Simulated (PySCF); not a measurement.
Electron correlation in Ru³¹⁺ (ruthenium, charge +31)

[Ne] 3s2 3p1, 2P determinant. Computed with PySCF 2.14 in an even-tempered Gaussian basis (18 s from 4.1 bohr⁻², ratio 2.5; 12 p from 5.4 bohr⁻², ratio 2.5; 5 d from 23 bohr⁻², ratio 2.7; 4 f from 34 bohr⁻², ratio 2.7), with scalar relativity by spin-free X2C-1e. Frozen: 1s2; 11 electrons correlated; the 22 highest virtual orbitals of each spin left out.

```json
{"level": "CCSD", "correlation energy (mhartree)": "-491.03"}
{"level": "(T)", "correlation energy (mhartree)": "-1.41"}
{"level": "CCSD(T)", "correlation energy (mhartree)": "-492.44"}
```

Diagnostics: T1 = 0.0010, D1 = 0.0046, largest double amplitude 0.066.

**Question.** Is a single reference adequate?

**Answer.** Yes, within this model without spin-orbit coupling: T1 lies below 0.03 and no double amplitude reaches 0.07.

At this charge the one-electron X2C treatment keeps the bare 1/r₁₂, with no two-electron picture change or Breit term. The effect here is smaller than on the frozen 1s shell; and a scalar Hamiltonian misses the large spin-orbit splitting of the p shells, which matters for ns² → np² pairs.
